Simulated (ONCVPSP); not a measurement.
# What one change does to a pseudopotential (Te, ONCV)

```
Element                 : tellurium (Te)
Generator               : ONCVPSP 4.0.1
Type                    : optimised norm-conserving Vanderbilt (ONCV)
Functional              : LDA (Perdew-Wang 92)
Relativity              : fully relativistic
Frozen core             : [Kr] 4d10
Valence charge          : 6
Reference configuration : 5s2 5p3 (charge +1)
Partial waves           : 5s: rc 1.90 bohr, ncon 4, nbas 7, qcut 3.3 1/bohr, 2 projectors, debl 0.8 Ha; 5p: rc 2.20 bohr, ncon 4, nbas 8, qcut 3.5 1/bohr, 1 projector; d scattering state at 0.14 Ha: rc 2.05 bohr, ncon 3, nbas 7, qcut 4.9 1/bohr, 2 projectors, debl 1.6 Ha
Local potential         : polynomial inside 1.35 bohr (lpopt 3, dvloc0 4 Ha)
Core correction         : Teter function, fcfact 5.5, rcfact 1.05
```

Open shells are filled in proportion to 2j + 1.

In the s channel the program set the typed energies aside and used -0.872, 0.250 Ha.

Change: all radii but the core radius scaled by about 0.85 (s 1.60, p 1.86, d 1.74 bohr); local potential polynomial inside 1.14 bohr (lpopt 3, dvloc0 4 Ha).

Cutoffs: the cutoffs (Ha) at which the residual kinetic energy of the hardest occupied pseudo-wave falls to 1 and 0.1 mHa per electron; they do not see the model core or the augmentation charge, which bear on the density cutoff. Errors are all-electron minus pseudo energies relative to the spin-unpolarised reference configuration.

Task: How do hardness, ghosts and transferability respond?

Result: The potential gets neither clearly harder nor softer (23 Ha and 37 Ha → 18 Ha and 45 Ha); both files keep a bound ghost (d); the lowest positive-energy flag moves from s at 69.6 eV to s at 3.0 eV; of the 4 tests that both files solve, the error grows in 3 and shrinks in 1 by more than 15 % and 0.3 meV (median size 10.9 → 11.1 meV).

| quantity | base | changed |
| --- | --- | --- |
| cutoff, loose | 23 Ha | 18 Ha |
| cutoff, tight | 37 Ha | 45 Ha |
| loose cutoff by channel | s 23 Ha, p 7.8 Ha | s 18 Ha, p 12 Ha |
| bound ghosts | d5/2, d3/2 | d5/2, d3/2 |
| GHOST(+) flags under 300 eV | s at 69.6 eV | s at 3.0 eV, p3/2 at 13.6 eV, p1/2 at 18.1 eV |
| error for 5s2 5p4, meV [ΔE -9.93 eV] | +6.2 | +8.8 |
| error for 5s2 5p2, meV [ΔE 18.19 eV] | +8.7 | +13 |
| error for 5s2 5p1, meV [ΔE 45.45 eV] | +35 | +55 |
| error for 5s0 5p6, meV [ΔE 8.91 eV] | +13 | +3.3 |
| rms error of d²Exc/dni dnj with the model core, mHa | 8.74 | 8.78 |

Base: The cutoffs count occupied waves only; projector 2 of the d channel, the hardest unoccupied one, needs 60 Ha at the loose tolerance. Changed file: The cutoffs count occupied waves only; projector 2 of the d channel, the hardest unoccupied one, needs 104 Ha at the loose tolerance. A true bound ghost makes a file unfit for plane-wave use even where its test errors are small: the radial tests pick states by their node count and pass the ghost by.
